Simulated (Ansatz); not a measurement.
Ansatz (a quantum-chemistry and plane-wave program) input:

Ansatz 0.2 input:
```yaml
crystal:
  periodic: [false, false, false]
  atoms:
    - {symbol: Al, position_ang: [-0.00000000, -0.00000000, -1.70357231]}
    - {symbol: Br, position_ang: [0.00000000, 0.00000000, 0.63275543]}
basis:
  gaussian:
    orbitals: def2-TZVP
hamiltonian:
  xc: {name: PBE}
relax: {f_tol: 0.003, max_steps: 100}
```

Problem. What final total energy does it print?

Solution. -2816.12061 Eh (PBE/def2-TZVP). The basis has 85 functions.
